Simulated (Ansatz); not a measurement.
A made-up structure of CH₃Br, closed shell:

C1  (-0.106, 0.124, 0.088)
Br2  (1.001, -1.164, -0.833)
H3  (0.516, 0.974, 0.351)
H4  (-0.506, -0.354, 0.978)
H5  (1.742, -2.222, -1.615)
(Å)

It is relaxed with PBE-D4/def2-SVP and then PBE0-D4/def2-TZVP (Ansatz 0.2.0). Atoms count as bonded within 1.22 times the sum of their covalent radii (H–H: 0.88 Å). The end point is not checked to be a true minimum.

Does its bonding change? (A judgement: the text doesn't fix the answer.)

Computed: No: no bond forms or breaks.

Where it ends: The first stage lowers the energy by 1.97 eV in 12 steps. It ends as CH₃Br ([CH2][BrH]):
C1  (-0.054, 0.082, 0.073)
Br2  (0.555, -1.048, -1.281)
H3  (0.736, 0.793, 0.307)
H4  (-0.357, -0.530, 0.920)
H5  (1.767, -1.941, -1.050)
(Å)

Labels in which every atom is bracketed show which atoms are joined, not bond orders.

For scale, one of the runs: PBE0-D4/def2-TZVP relaxation, 97 basis functions, launched by `ansatz run in.yaml --threads 2 --pin off --events-out ev --progress --plain --max-ram 4352MiB`. Hardware: 2 CPU threads of an Arm Neoverse V1, shared host. Wall time about 14 s.
